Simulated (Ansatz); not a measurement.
Stepwise reaction of `[OH][Ga]([OH])[Br]` with hydrogen sulfide, as a gas-phase model of exchange steps in deposition or etching. ΔE in kJ/mol.

Gas-phase electronic energies from Ansatz, PBE0-D4/def2-TZVP geometries. CCSD(T)/CBS is the MP2 limit (def2-TZVPP, def2-QZVPP) plus CCSD(T) − MP2 in def2-TZVPP, frozen cores. This one scheme is used for every species. DFT in def2-TZVPP. B3LYP here is the variant with VWN-RPA as its local correlation; programs differ in this. For Br, Ga outer-core shells are correlated without core-valence functions, which leaves a few kJ/mol of doubt a bond. Scalar relativity is left out up to krypton. One conformer a species, not always the lowest.

```tsv
step	reaction	PBE-D4	B3LYP-D4	ωB97M-V	CCSD(T)/CBS
1	`[OH][Ga]([OH])[Br]` + H₂S → `[OH][Ga]([SH])[Br]` + H₂O	-35.3	-30.8	-29.9	-33.2
```

Give the row of step 2, `[OH][Ga]([SH])[Br]` + H₂S → `[SH][Ga]([SH])[Br]` + H₂O. (Estimate.)

The calculation gave: 
```
step                                                 reaction  PBE-D4  B3LYP-D4  ωB97M-V  CCSD(T)/CBS
   2  `[OH][Ga]([SH])[Br]` + H₂S → `[SH][Ga]([SH])[Br]` + H₂O   -45.0     -40.5    -39.6        -42.5
```

By hand: ΔE of the 2 steps together at CCSD(T)/CBS.

(-33.2) + (-42.5) = -75.7 kJ/mol, or -37.9 kJ/mol a step.

In ΔE each step is lower than the one before. All are downhill at CCSD(T)/CBS. PBE-D4 differs from CCSD(T)/CBS by -2.5 to -2.1 kJ/mol a step. Isolated molecules leave out the surface, adducts and barriers. Largest T1 diagnostic: 0.012.
